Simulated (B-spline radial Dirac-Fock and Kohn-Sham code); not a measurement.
# Core and valence levels of Mo²³⁺

System: Mo²³⁺, [Ar] 3d1; nuclear rms radius 4.4091 fm (A = 98).

Calculated with a radial B-spline solver, using Dirac-Fock (average of configuration) total-energy differences with a finite nucleus, the Breit interaction including its frequency dependence, and self-energy and vacuum-polarisation corrections. The model has no electron correlation. Energies are counted from the vacuum level.

All terms are in eV, carry their sign (relaxation lowers the binding energy) and add up to the binding energy; ⟨r⟩ is the mean radius of the orbital in the initial state.

```
subshell  −ε (Koopmans)  relaxation   Breit  self-energy  vacuum polarisation  binding energy  ⟨r⟩ (bohr)
       K        21085.3      -32.21  -37.04       -20.45                 2.37         20998.0       0.035
      L1         3865.1       -8.59   -3.38        -2.40                 0.26          3851.0       0.152
      L2         3626.7      -10.59   -5.42         0.22                -0.01          3610.9       0.130
      L3         3518.2      -10.10   -3.63         0.00                -0.02          3504.5       0.134
      M1         1320.7       -1.12   -0.65        -0.55                 0.06          1318.4       0.389
      M2         1227.1       -1.27   -1.07         0.04                 0.00          1224.7       0.378
      M3         1203.8       -1.20   -0.68         0.00                 0.00          1201.9       0.385
    M4,5         1080.6       -1.57   -0.23         0.04                 0.00          1078.8       0.345
```

For the deepest level, K (1s), the Breit terms make up -0.176 % of the binding energy, QED -0.086 % and orbital relaxation -0.153 %.

Spin-orbit splittings: 2p 106.4 eV, 3p 22.83 eV.

Going to the tabulated ground configuration of the next ion removes an electron from M4,5 (3d), computed at 1078.8 eV. NIST lists 1082 ± 4 eV as the ionisation energy of this species (theoretical), +3.16 eV from the computed value, within the stated uncertainty.
